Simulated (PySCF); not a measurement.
SMILES F[Si](F)(CC[SiH](Cl)Cl)F at its B3LYP/def2-SVP optimised geometry (Å):

```
14

Si    -1.4042    -2.6237    -3.2544
F     -0.9770    -1.7775    -4.5540
F     -3.0107    -2.7172    -3.2683
F     -0.8330    -4.1140    -3.4407
C     -0.7948    -1.8234    -1.7028
C     -1.3020    -0.3714    -1.5480
Si    -0.6906     0.4995     0.0000
Cl    -1.3873     2.4511     0.0000
Cl     1.3873     0.4995     0.0000
H     -1.1094    -2.4511    -0.8501
H      0.3086    -1.8507    -1.7109
H     -1.0006     0.2414    -2.4149
H     -2.4060    -0.3418    -1.5219
H     -1.1424    -0.1590     1.2489
```

Method: B3LYP/def2-TZVP (PySCF).

Map of the deformation density (molecule minus spherical neutral atoms) (e/bohr³) on the plane z = 1.2 Å:

```
|000000000000000000000000000|
|000000000000000000000000000|
|000000000000000000000000000|
|000000000000000000000000000|
|000000000000000000000000000|
|000000001110000000000000000|
|000000001110000000000000000|
|000000000000000000000000000|
|000000000000000000000000000|
|000000000000000000000000000|
|000000000000000001000000000|
|000000000110000001100000000|
|000000001343100001100000000|
|000000001594100001000000000|
|000000001363100000000000000|
|000000000011000000000000000|
|000000000000000000000000000|
|000000000000000000000000000|
|000000000000000000000000000|
|000000000000000000000000000|
|000000000000000000000000000|
|000000000000000000000000000|
|000000000000000000000000000|
|000000000000000000000000000|
|000000000000000000000000000|
|000000000000000000000000000|
|000000000000000000000000000|
```
Scale: ten equal steps from -0.008 (start of '0') to 0.078 (end of '9'), in the order '0123456789'; x runs from -4.50 to 4.50, y from -4.50 (bottom) to 4.50 (top).
